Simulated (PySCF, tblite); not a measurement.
3,3,3-trifluoropropanal, C3H3F3O.
Bonds: O1–C2 (double), C2–C3, C3–C4, C4–F5, C4–F6, C4–F7. Hydrogens: H8 on C2; H9, H10 on C3.

Computed with GFN2-xTB (tblite), gas phase: nudged elastic band of 9 images (0 to 8), spring 0.2 eV/Å², climbing image at the end, force threshold 0.05 eV/Å. The top image wasn't refined or checked by frequencies; at this threshold it can lie a kcal/mol or more above the true saddle point of the method.

Path: rotation about C3–C4 (sp3 carbon next to a carbonyl, CF3 carbon), followed by the dihedral C2–C3–C4–F6.

Image 0 (start, dihedral -178°):
```
atom  x, y, z in Å
O1      2.336    0.858   -0.102
C2      1.172    0.820    0.153
C3      0.364   -0.461    0.240
C4     -1.046   -0.277   -0.287
F5     -1.067    0.072   -1.578
F6     -1.768   -1.400   -0.178
F7     -1.716    0.676    0.379
H8      0.584    1.729    0.369
H9      0.293   -0.750    1.294
H10     0.857   -1.264   -0.312
```

Image 8 (end, 0.000 eV, dihedral -59°):
```
atom  x, y, z in Å
O1      2.150    1.180    0.426
C2      1.052    0.757    0.619
C3      0.457   -0.429   -0.119
C4     -1.025   -0.240   -0.379
F5     -1.560   -1.298   -1.002
F6     -1.719   -0.073    0.757
F7     -1.276    0.829   -1.143
H8      0.376    1.189    1.377
H9      0.577   -1.317    0.508
H10     0.976   -0.591   -1.066
```

Problem. What do the inner images look like?

Solution. 
Image 1: +0.013 eV, dihedral -164°
```
atom  x, y, z in Å
O1      2.313    0.919   -0.066
C2      1.158    0.832    0.213
C3      0.375   -0.469    0.198
C4     -1.046   -0.277   -0.301
F5     -1.096   -0.141   -1.631
F6     -1.831   -1.317    0.011
F7     -1.634    0.809    0.220
H8      0.561    1.702    0.537
H9      0.331   -0.844    1.224
H10     0.877   -1.209   -0.428
```

Image 2: +0.043 eV, dihedral -149°
```
atom  x, y, z in Å
O1      2.297    0.971   -0.011
C2      1.148    0.839    0.273
C3      0.387   -0.470    0.153
C4     -1.047   -0.276   -0.314
F5     -1.151   -0.346   -1.646
F6     -1.871   -1.207    0.186
F7     -1.563    0.908    0.046
H8      0.540    1.665    0.681
H9      0.369   -0.933    1.145
H10     0.899   -1.145   -0.536
```

Image 3: +0.071 eV, dihedral -134°
```
atom  x, y, z in Å
O1      2.278    1.020    0.047
C2      1.136    0.839    0.334
C3      0.400   -0.470    0.109
C4     -1.048   -0.273   -0.327
F5     -1.216   -0.546   -1.625
F6     -1.893   -1.069    0.346
F7     -1.494    0.977   -0.142
H8      0.517    1.615    0.817
H9      0.407   -1.016    1.057
H10     0.921   -1.072   -0.639
```

Image 4 (top): +0.082 eV, dihedral -119°
```
atom  x, y, z in Å
O1      2.253    1.065    0.111
C2      1.120    0.833    0.394
C3      0.412   -0.470    0.064
C4     -1.046   -0.269   -0.338
F5     -1.289   -0.735   -1.568
F6     -1.894   -0.902    0.486
F7     -1.422    1.017   -0.341
H8      0.488    1.552    0.945
H9      0.444   -1.096    0.961
H10     0.941   -0.991   -0.737
```

Image 5: +0.070 eV, dihedral -104°
```
atom  x, y, z in Å
O1      2.225    1.106    0.179
C2      1.101    0.822    0.452
C3      0.425   -0.468    0.020
C4     -1.040   -0.265   -0.348
F5     -1.363   -0.907   -1.476
F6     -1.874   -0.714    0.602
F7     -1.355    1.023   -0.542
H8      0.455    1.478    1.062
H9      0.480   -1.168    0.858
H10     0.956   -0.902   -0.829
```

Image 6: +0.042 eV, dihedral -90°
```
atom  x, y, z in Å
O1      2.196    1.140    0.252
C2      1.082    0.806    0.507
C3      0.436   -0.462   -0.025
C4     -1.034   -0.259   -0.357
F5     -1.435   -1.060   -1.351
F6     -1.835   -0.511    0.688
F7     -1.304    0.996   -0.744
H8      0.425    1.393    1.173
H9      0.513   -1.230    0.750
H10     0.966   -0.808   -0.915
```

Image 7: +0.014 eV, dihedral -75°
```
atom  x, y, z in Å
O1      2.169    1.168    0.327
C2      1.065    0.784    0.562
C3      0.446   -0.449   -0.069
C4     -1.029   -0.251   -0.367
F5     -1.500   -1.190   -1.197
F6     -1.785   -0.299    0.739
F7     -1.275    0.932   -0.945
H8      0.402    1.295    1.282
H9      0.545   -1.279    0.637
H10     0.970   -0.706   -0.992
```

The largest changes of bonds and angles from start to top: C3–C4 1.517 → 1.526 Å, C3–C4–F7 112.2 → 113.3°, C2–C3–C4 111.9 → 112.9°, C2–C3–H9 108.2 → 107.4°. GFN2-xTB torsional profiles can miss by a kcal/mol or more and can put conformers in the wrong order.

Problem. What do single points at PBE0/pcSseg-1 (PySCF, no dispersion term) give on some images?

Solution. 
```
image  GFN2-xTB E (eV)  DFT E (eV)  HOMO (eV)  LUMO (eV)  dipole (D)
    0            0.000       0.000      -8.13      -1.31        1.52
    2            0.043       0.077      -8.10      -1.31        1.54
    4            0.082       0.138      -8.11      -1.26        1.53
    6            0.042       0.067      -8.13      -1.25        1.54
    8            0.000       0.000      -8.13      -1.31        1.53
```

Energies count from image 0 at each level. At the GFN2-xTB top the DFT energy is 3.2 kcal/mol against 1.9; the geometries weren't optimised at the DFT level.

What follows is the cost of the whole band run. Time: 2.0 s wall; peak memory 0.18 GiB. Hardware: Arm Neoverse V1, one thread, shared host with 32 logical CPUs at a one-minute load of 8.5.
